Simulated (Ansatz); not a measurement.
Stretching the Sn1–F2 bond in FH3Sn (SMILES [F][SnH3]) (multiplicity 1 held, fragments rigid). Energies count from the point at 1.941 Å.
Geometry at that point (charge 0, multiplicity 1):
```xyz
5

Sn    -0.23519    -0.07216    -0.08673
F      1.51444     0.46467     0.55847
H      0.08985    -1.18217    -1.33959
H     -0.96057     1.37603    -0.61963
H     -0.99948    -0.76769     1.26956
```

Restricted levels (R-, RO-) in cc, def2 and unpolarised 6-31G sets keep to the state of the molecule at rest. Unrestricted levels (U-) break spin symmetry where that is lower. Curves can end on different states.

Frozen-core correlation. Filled d and f shells under p-block atoms count as core.

Run with Ansatz (a first-principles code) with Gaussian orbitals. Values without a source in brackets are computed. In def2 rows elements past Kr take small-core potentials, without spin–orbit coupling.

Energies in kcal/mol.

| R (Å) | R-HF/def2-SVP | U-HF/def2-SVP | R-SCS-MP2/def2-SVP | U-SCS-MP2/def2-SVP | R-CCSDT(Q)/def2-SVP |
|---|---|---|---|---|---|
| 1.552 | 85.5 | 85.5 | 91.2 | 91.2 | 91.6 |
| 1.746 | 13.9 | 13.9 | 16.5 | 16.5 | 16.7 |
| 1.941 | 0.0 | 0.0 | 0.0 | 0.0 | 0.0 |
| 2.135 | 9.3 | 9.3 | 7.3 | 7.3 | 7.0 |
| 2.329 | 26.9 | 26.9 | 23.2 | 23.2 | 22.5 |
| 2.620 | 55.7 | 55.7 | 50.2 | 50.2 | 48.2 |
| 2.911 | 81.6 | 70.1 | 74.7 | 94.9 | 70.5 |
| 3.396 | 115.8 | 75.5 | 106.5 | 109.4 | 94.7 |
| 3.881 | 140.6 | 76.8 | 128.3 | 112.4 | 103.7 |
| 4.463 | 161.3 | 77.2 | 142.9 | 113.4 | 103.9 |
| 5.239 | 178.3 | 77.4 | 147.3 | 113.6 | 101.4 |
| 6.210 | 190.0 | 77.4 | 137.8 | 113.7 | 101.5 |

Doubts at one or more of the structures used: a restricted determinant that unrestricted orbitals would lower (R-HF/def2-SVP, R-SCS-MP2/def2-SVP, R-CCSDT(Q)/def2-SVP); a spin-contaminated determinant (U-HF/def2-SVP, U-SCS-MP2/def2-SVP); T1 above 0.05 (R-CCSDT(Q)/def2-SVP); other coupled-cluster roots lie near (R-CCSDT(Q)/def2-SVP).
